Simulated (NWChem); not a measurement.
System: C₂H₃BO₂; SMILES C#CB(O)O

Here is an NWChem input.

```
start job
memory heap 200 mb stack 900 mb global 1100 mb
geometry units angstroms noautoz
  B      0.000000     0.000000    -0.520698
  C      0.000000     0.000000     1.031020
  C      0.000000     0.000000     2.247797
  H      0.000000     0.000000     3.323490
  O      0.000000     1.157955    -1.225272
  H      0.000000     1.932318    -0.656107
  O      0.000000    -1.157955    -1.225272
  H      0.000000    -1.932318    -0.656107
end
basis spherical
  * library 6-31g*
end
dft
  xc pbe0
  iterations 150
  mulliken
end
task dft energy
```

Geometry: optimised at PBE0/def2-SVP.

**Question.** What results follow from this input? (PBE0/6-31G* (spherical d).) Quantities: energy (Ha); highest occupied level (eV); orbital gap (eV); dipole (D).

**Answer.** 
```yaml
energy (Ha): -253.05
highest occupied level (eV): -8.09
orbital gap (eV): 7.91
dipole (D): 2.81
```
